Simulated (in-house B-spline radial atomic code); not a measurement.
Cr⁺. Computed with a B-spline radial atomic code. Model: non-relativistic spherical atom: semilocal Troullier-Martins pseudo-atom, one channel per l, against all electrons, high spin, G0W0 and RPA with empty states to l = 8, local potential for every l without a channel, a model core (radius 0 = none) keeps its share of the functional.

What the tables leave out is listed at the end.

The pseudopotential gives back the lowest level of each angular momentum of its own functional in the configuration it was made in; a second state of the same l is only approximately right. Exact exchange, RPA and GW see the smooth pseudo-orbitals and miss the exchange with the core, for which the functional's share stands in. The column with an uncorrelated core keeps all orbitals and exact exchange, and so separates missing core correlation from pseudisation. Only the three outermost levels and the lowest empty one were computed. RPA here is direct RPA, with no exchange kernel, and its energies carry an (l + 1/2)⁻⁴ tail. A hybrid on a potential with a model core restores only its own semilocal share of the core's exchange.

Command:
```bash
python run_psgw.py task.json out
```
Settings (lengths in bohr, energies in hartree):
```
Z                      24
electrons              23
configuration          [Ar] 3d5
generated_in           [Ar] 3d5
functional             pbe,pbe
core_shells            4
radius_factor          1
core_correction        True
```

Run time, properties included: 30 s on 1 thread of Arm Neoverse N1, on a shared host.

Given: made with PBE; model core radius 0.47 bohr; local radius 1.072 bohr; mean-field start PBE.

Valence shells of the generating configuration: 3p, 3d.

Channel: s 2.627, p 0.797, d 2.4 (radii in bohr).

Computed: largest level miss in the spin-unpolarised generating configuration 0.002 eV; valence RPA correlation energy pseudo -0.77168 hartree; all-electron RPA polarisability, core included 11.616 bohr³; pseudo-atom RPA polarisability 11.416 bohr³.

```tsv
level	occupied	mean-field all-electron (eV)	mean-field pseudo minus all (eV)	G0W0 all-electron (eV)	G0W0 uncorrelated core minus all (eV)	G0W0 pseudo minus all (eV)	exchange self-energy all-electron (eV)	exchange self-energy pseudo (eV)
3d up	1	-10.99	-0.121	-15.997	0.102	0.43	-33.334	-27.946
4s up (empty)	0	-10.285	0.016	-7.1764	-0.029	-0.752	-3.1937	-3.5427
```

**Question.** What is the valence RPA correlation energy all-electron orbitals?

**Answer.** -0.6629 hartree.

Among the listed levels the largest G0W0 shift of the pseudo-atom is -0.75 eV, for 4s up (empty) on the PBE start, while leaving the core uncorrelated moves that level by -0.03 eV. So pseudisation and the lost core exchange, not the missing core correlation, make the error. Not in the tables (levels of low weight, unsolved or above zero; the highest and the empty levels are kept at any weight): on PBE the G0W0 levels 3p down (pseudo minus all +0.76 eV, weights 0.66 and 0.62), 3p up (pseudo minus all -0.96 eV, weights -0.00 and 0.08); on PBE0, a start not tabulated, the G0W0 levels 3d up (pseudo minus all +0.87 eV, weights 0.57 and 0.61), 3p down (pseudo minus all +1.90 eV, weights 0.56 and 0.77), 3p up (pseudo minus all +1.68 eV, weights 0.43 and 0.34), 4s up (pseudo minus all -0.86 eV, weights 0.95 and 0.95); no Hartree-Fock pseudo-atom is run with a model core.
